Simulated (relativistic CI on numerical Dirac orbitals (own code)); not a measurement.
Method of calculation: Dirac-Coulomb-Breit CI, separate exchange-only KLI orbitals for each configuration, QED by a radiative potential, unscaled Slater integrals (own radial code, finite nucleus).

The strongest absorption lines from the ground level of an ion, among the configurations computed and to levels below about 6170 eV (vacuum wavelength in nm, gf): 0.20133 (0.05), 0.20176 (0.027), 0.22420 (0.12), 0.22524 (0.065), 0.29718 (0.46), 0.30156 (0.27), 4.0800 (0.13), 12.447 (0.019).

Question: Which ion is it?
A. Ag⁴⁴⁺
B. Ag⁴²⁺
C. Y³⁶⁺
D. Tc⁴⁰⁺

Answer: A. Ag⁴⁴⁺ has 3 electrons and the ground level 2s 2S_1/2; the strongest line goes to 3p 2P°_3/2. The pattern of lines fixes the number of electrons, and along that sequence the line energies rise steadily with the charge (about as its square where n changes within one kind of shell, about linearly where n is kept but much faster in heavy ions where fine structure, which grows about as Z⁴, sets the gap, and irregularly where shells cross), which fixes Z. Configurations outside the model, such as inner-shell arrays, can give stronger lines. At this charge energies of transitions that change n are usually good to better than 1 %, and those within a shell (Δn = 0) to a few per cent.
